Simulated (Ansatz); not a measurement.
Frontier orbitals of `CCC(=O)/C=C(\O)CC`.

```tsv
atom	x (Å)	y (Å)	z (Å)
C1	0.159	-1.571	3.371
C2	-0.540	-0.675	2.371
C3	0.066	-0.703	0.992
O4	1.048	-1.424	0.758
C5	-0.521	0.118	-0.026
C6	0.000	0.117	-1.289
O7	1.038	-0.624	-1.601
C8	-0.535	0.939	-2.410
C9	0.496	1.927	-2.945
H10	-0.327	-1.509	4.346
H11	0.143	-2.611	3.042
H12	1.205	-1.286	3.487
H13	-1.598	-0.944	2.268
H14	-0.544	0.369	2.707
H15	-1.376	0.739	0.201
H16	1.282	-1.109	-0.745
H17	-0.833	0.253	-3.211
H18	-1.433	1.460	-2.073
H19	0.791	2.641	-2.173
H20	1.392	1.405	-3.284
H21	0.087	2.488	-3.787
```

The species carries charge 0 and has multiplicity 1. The structure was optimised at the PBE0-D4/def2-TZVP level. It is one conformer, not always the lowest. Basis def2-TZVPP, Ansatz.

| functional | HOMO (eV) | LUMO (eV) | gap (eV) |
| --- | --- | --- | --- |
| PBE | -5.83 | -2.07 | 3.76 |
| BLYP | -5.69 | -1.94 | 3.75 |
| PBE0 | -6.94 | -1.14 | 5.80 |
| ωB97M-V | -9.09 | 0.99 | 10.08 |
| HF | -9.43 | 2.79 | 12.22 |

A quarter of exact exchange (PBE0) shifts PBE's HOMO by −1.11 eV and its LUMO by +0.93 eV; full exchange at long range (ωB97M-V) shifts them by −3.26 and +3.06 eV. The gap opens from 3.76 to 10.09 eV, since occupied levels lose self-interaction and empty ones feel all the electrons. A positive LUMO is unbound and depends on the basis.
